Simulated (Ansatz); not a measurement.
Ideal-gas functions of CH5SiTe (`C[SiH2][Te]`) radical at 400 K and 1 bar, from an Ansatz frequency run at PBE0-D4/def2-TZVP.

Molar mass 172.74 g/mol, point group Cs (symmetry number 1), electronic degeneracy 2, moments of inertia 32.595, 285.357, 308.901 u Å². Harmonic wavenumbers (cm⁻¹, unscaled): 134, 155, 210, 328, 514, 675, 727, 872, 876, 918, 1274, 1440, 1447, 2206, 2213, 3050, 3136, 3148.

Use S(trans) = R[1.5 ln M + 2.5 ln T − 1.1517]; rotational temperatures θ = 24.2544 K / I; S(rot) = R[ln(√π/σ · √(T³/θAθBθC)) + 1.5]; for each mode x = 1.438777 ν̃/T, S = R[x/(eˣ − 1) − ln(1 − e⁻ˣ)] and H = RT x/(eˣ − 1); 1 cm⁻¹ = 0.0119627 kJ/mol; R = 8.31446 J/(mol·K).

Problem. By hand: the entropy, in J/(mol·K).

Solution. Translation 179.2. Rotation: θ = 0.7441, 0.085, 0.0785 K, giving 114.0. Vibration, mode by mode: 14.46, 13.28, 10.84, 7.41, 4.30, 2.72, 2.35, 1.55, 1.54, 1.36, 0.48, 0.29, 0.28, 0.03, 0.03, 0.00, 0.00, 0.00, in all 60.9. Electronic 5.8. Sum 359.9 J/(mol·K).

Problem. By hand: H − E and G − E in kJ/mol, counted from the electronic energy.

Solution. Zero-point energy ½ × 23323 × 0.0119627 = 139.5; thermal vibration 13.4; translation, rotation and pV give 4 RT = 13.3. H − E = 166.2 kJ/mol, and G − E = 166.2 − 400 × 359.9/1000 = 22.2 kJ/mol.

Vibration gives 17 % of the entropy, 14.5 J/(mol·K) of it from the mode under 150 cm⁻¹: soft modes count most, and the harmonic formula is weakest for them.
